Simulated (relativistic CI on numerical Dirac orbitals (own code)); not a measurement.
These numbers are calculated, not measured: Dirac-Coulomb-Breit CI, orbitals from a KLI potential per configuration, a model potential for QED, valence Slater integrals scaled by 0.9, P86 correlation estimate, and configurations built on the next ion tied to the tabulated ionisation energy (semi-empirical) (own radial code, finite nucleus).

CI space (outside the closed core [Ne]): 3s2.3p2, 3s2.3p.3d, 3s2.3p.4s, 3s2.3p.4p, 3s2.3p.4d, 3s2.3p.5s, 3s2.3p.4f, 3s.3p3, 3p4, 3s2.3d2, 3s.3p2.3d, 3p2.3d2, 3p3.3d, 3s.3p.3d2, 3s2.3d.4s, 3s2.3d.4p, 3p3.4s, 3p3.4p, 3s.3p.3d.4s, 3s.3p2.4s, 3s.3p.3d.4p, 3s.3p2.4p, 3p2.3d.4s, 3s.3p2.4d. Levels of other configurations are missing.

Configurations that consist of the next ion and one excited electron were tied to the tabulated ionisation energy; Rydberg ones are usually within 1,000 to 3,000 cm⁻¹ and the lowest ones within about 6,000 (9,000 in d shells), while levels on excited terms of the next ion carry the error of that term, and the other configurations can be misplaced by 10,000 cm⁻¹ or more. Rates follow the energies as ν³ (E1, M1) or ν⁵ (E2), so rates, branching and lifetimes can be off by large factors.

Outline of the computed level scheme of Cr XI. Lowest level of each configuration: 3s2.3p2 3P_0 at 0.0000 eV; 3s.3p3 5S°_2 at 22.6837 eV; 3s2.3p.3d 3F°_2 at 45.2268 eV; 3p4 3P_2 at 64.8546 eV; 3s.3p2.3d 5F_1 at 68.2779 eV.

Some strong electric-dipole decays among the lowest 45 levels: 3s2.3p.3d 1F°_3 → 3s2.3p2 1D_2 (5.9e+10 s⁻¹); 3s2.3p.3d 3D°_3 → 3s2.3p2 3P_2 (5.6e+10 s⁻¹); 3s2.3p.3d 1P°_1 → 3s2.3p2 1S_0 (4.8e+10 s⁻¹); 3s2.3p.3d 3P°_0 → 3s2.3p2 3P_1 (3.8e+10 s⁻¹); 3s2.3p.3d 1D°_2 → 3s2.3p2 1D_2 (3.7e+10 s⁻¹); 3s2.3p.3d 3D°_1 → 3s2.3p2 3P_1 (3.4e+10 s⁻¹); 3s2.3p.3d 3P°_1 → 3s2.3p2 3P_0 (3.1e+10 s⁻¹); 3s2.3p.3d 3D°_2 → 3s2.3p2 3P_2 (2.7e+10 s⁻¹).

LS names give the leading component of a level, which can be under half, so a name can repeat, a term be missing and a line seem to break the LS rules.
